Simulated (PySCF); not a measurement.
Species: CH₇BrGe₂.
Atom-mapped SMILES: `[CH3:1][Ge@@H:2]([GeH3:3])[Br:4]` (hydrogens: H5, H6, H7 on C1; H8 on Ge2; H9, H10, H11 on Ge3)

Computed with core-valence-separated Tamm–Dancoff BHandHLYP/aug-pcX-1 (pcseg-1 on H, def2-SVPD on Br, def2-SVPD on Ge) in PySCF, non-relativistic, gas phase, PBE0-D3(BJ)/def2-SVP geometry.

Computed carbon K-edge spectrum, Gaussian lines of 0.6 eV full width, highest printed point 100; it ends one width below the last computed root. No empirical shift is added; at this level the pattern usually sits a few eV under experiment.

(photon energy (eV), absorption): (284.4, 0), (284.5, 1), (284.6, 2), (284.7, 5), (284.8, 10), (284.9, 18), (285.0, 28), (285.1, 37), (285.2, 43), (285.3, 44), (285.4, 40), (285.5, 34), (285.6, 29), (285.7, 28), (285.8, 31), (285.9, 39), (286.0, 51), (286.1, 66), (286.2, 82), (286.3, 95), (286.4, 100), (286.5, 93), (286.6, 77), (286.7, 57), (286.8, 39), (286.9, 26)

Q: Where are the maxima, and which lines make them up?

A: 2 maxima:
- 285.3 eV: C1 (sp3 carbon bound to germanium), 285.22 eV, f = 0.024, 78 % of the height at the exact maximum; C1 (sp3 carbon bound to germanium), 285.38 eV, f = 0.007, 20 % of the height at the exact maximum
- 286.4 eV: C1 (sp3 carbon bound to germanium), 286.45 eV, f = 0.033, 49 % of the height at the exact maximum; C1 (sp3 carbon bound to germanium), 286.37 eV, f = 0.031, 45 % of the height at the exact maximum

Further lines of some strength in the range: C1, 285.94 eV, f = 0.016.

Roots within 0.03 eV on the same or equivalent atoms count as one line; shares under 12 % aren't listed.

Vibrational structure and lifetime widths aren't in the curve. The ionisation threshold wasn't computed; near and above it a finite basis only mimics Rydberg series and continuum. The BHandHLYP/aug-pcX-1 (pcseg-1 on H, def2-SVPD on Br, def2-SVPD on Ge) calculation is non-relativistic and has no spin–orbit coupling, an omission that weighs most on bromine and germanium.
